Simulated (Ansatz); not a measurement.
System: AgCl, net charge 0, singlet state. 
Structure (B3LYP-D3(BJ)/def2-TZVP (Ansatz, an electronic-structure program) minimum search):
```
Ag
Cl 1 2.3078
```
Charge 0, spin multiplicity 1.

Wanted: vertical ionisation energy (to the doublet state of charge +1; each state is the SCF solution reached for its spin), in eV. Cores are frozen in the correlated levels unless marked. UHF or UKS for open shells. Spin-orbit coupling is left out. The frozen core is the preceding noble-gas configuration, with the filled d and f shells of earlier blocks. In def2 rows, elements after Kr have scalar-relativistic effective core potentials. CBS(X,Y): correlation extrapolated as X^-3; Hartree-Fock from the larger set.

```
level                                 program  vertical ionisation energy (eV)
------------------------------------  -------  -------------------------------
SVWN5/def2-TZVPD                       Ansatz                            10.39
PBE/def2-TZVPD                         Ansatz                            10.05
r2SCAN/def2-TZVPD                      Ansatz                            10.02
B3LYP/def2-TZVPD                       Ansatz                            10.10
PBE0/def2-TZVPD                        Ansatz                             9.99
BHLYP/def2-TZVPD                       Ansatz                             9.80
CAM-B3LYP/def2-TZVPD                   Ansatz                            10.05
wB97X-V/def2-TZVPD                     Ansatz                             9.96
CCSD/def2-SVPD                         Ansatz                             9.69
CCSD/def2-TZVPPD                       Ansatz                             9.75
CCSD/CBS(def2-TZVPPD,def2-QZVPPD)      Ansatz                             9.97
CCSD(T)/def2-SVPD                      Ansatz                             9.76
CCSD(T)/def2-TZVPPD                    Ansatz                             9.86
CCSD(T)/def2-QZVPPD                    Ansatz                            10.01
CCSD(T)/CBS(def2-TZVPPD,def2-QZVPPD)   Ansatz                            10.12
```
